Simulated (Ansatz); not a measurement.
Program: Ansatz. Geometries: PBE0-D4/def2-TZVP. ΔE: electronic, gas phase. CBS: MP2 limit from def2 TZ/QZ plus the TZ coupled-cluster correction, frozen cores. DFT in def2-TZVPP. B3LYP here is the variant with VWN-RPA as its local correlation; programs differ in this. HSE06 is defined as in plane-wave codes. def2 core potentials past Kr. For W outer-core shells are correlated without core-valence functions, which leaves a few kJ/mol of doubt a bond. Each species was taken in one conformer, which may not be the lowest.

Consider the formal exchange of groups at a W–F bond: `[O]=[W]([F])(=[S])[Cl]` + `C=C(N)S` → `[NH2][W](=[O])(=[S])[Cl]` + `C=C(F)S`.

`[O]=[W]([F])(=[S])[Cl]`:

Z-matrix (Å, degrees):
```
W
O 1 1.688
S 1 2.119 2 107.5
Cl 1 2.247 2 108.4 3 117.5
F 1 1.846 2 109.3 3 -118.7
```

`C=C(N)S`:

Cartesian coordinates in Å:
```
C -1.048 -0.562 0.099
C 0.148 0.029 0.113
N 1.220 -0.312 -0.693
S 0.620 1.287 1.266
H -1.291 -1.287 -0.669
H -1.789 -0.362 0.859
H 1.743 0.467 -1.063
H 1.015 -1.014 -1.386
H -0.618 1.754 1.474
```

`[NH2][W](=[O])(=[S])[Cl]`:

Z-matrix (Å, degrees):
```
W
O 1 1.695
S 1 2.132 2 110.9
N 1 1.920 2 107.2 3 118.1
Cl 1 2.270 2 109.3 3 -121.7
H 4 1.010 1 124.3 2 -146.5
H 4 1.010 1 122.5 2 19.5
```

`C=C(F)S`:

```xyz
7

C     0.509    0.754    0.286
C     0.105   -0.230   -0.500
F     0.674   -0.429   -1.693
S    -1.147   -1.433   -0.257
H     0.054    0.921    1.250
H     1.309    1.404   -0.042
H    -1.504   -0.987    0.956
```

```
             level  ΔE (kJ/mol)  difference from CCSD(T)/CBS
            PBE-D4         67.7                          6.7
         revPBE-D4         70.8                          9.8
           BLYP-D4         67.2                          6.2
         r2SCAN-D4         68.9                          7.9
            B97M-V         70.9                          9.9
           PBE0-D4         64.7                          3.7
          B3LYP-D4         64.5                          3.5
        r2SCANh-D4         67.4                          6.4
        r2SCAN0-D4         65.6                          4.6
          HSE06-D4         64.4                          3.4
          BHLYP-D4         61.6                          0.6
      CAM-B3LYP-D4         64.4                          3.4
           ωB97X-V         64.9                          3.9
           ωB97M-V         63.1                          2.1
            B2PLYP         66.3                          5.3
          PBE-QIDH         65.1                          4.1
               PBE         68.2                          7.2
            revPBE         68.1                          7.1
              BLYP         67.5                          6.5
             B3LYP         65.4                          4.4
           r2SCAN0         65.8                          4.8
             BHLYP         63.3                          2.3
         CAM-B3LYP         65.2                          4.2
           LC-ωPBE         68.7                          7.7
RPA@PBE/def2-TZVPP         58.8                         -2.2
       HF/def2-SVP         59.5                         -1.5
      MP2/def2-SVP         70.4                          9.4
     CCSD/def2-SVP         62.1                          1.1
  CCSD(T)/def2-SVP         63.3                          2.3
     HF/def2-TZVPP         58.9                         -2.1
    MP2/def2-TZVPP         64.9                          3.9
SCS-MP2/def2-TZVPP         63.3                          2.3
   CCSD/def2-TZVPP         57.6                         -3.4
CCSD(T)/def2-TZVPP         58.9                         -2.1
     HF/def2-QZVPP         60.6                         -0.4
    MP2/def2-QZVPP         66.7                          5.7
SCS-MP2/def2-QZVPP         65.1                          4.1
      HF/CBS(def2)         60.8                         -0.2
     MP2/CBS(def2)         67.0                          6.0
    CCSD/CBS(def2)         59.8                         -1.2
       CCSD(T)/CBS         61.0                            0
```

Largest T1 diagnostic among the species: 0.022, so the coupled-cluster value is less sure than usual.

Leaving LDA and LC-ωPBE aside and taking each functional with its dispersion term where it has one, the values spread over 9.2 kJ/mol, from BHLYP-D4 to B97M-V. From r2SCAN to r2SCAN0 (25 % exact exchange), in def2-TZVPP and without D4, ΔE moves by −3.2 kJ/mol.
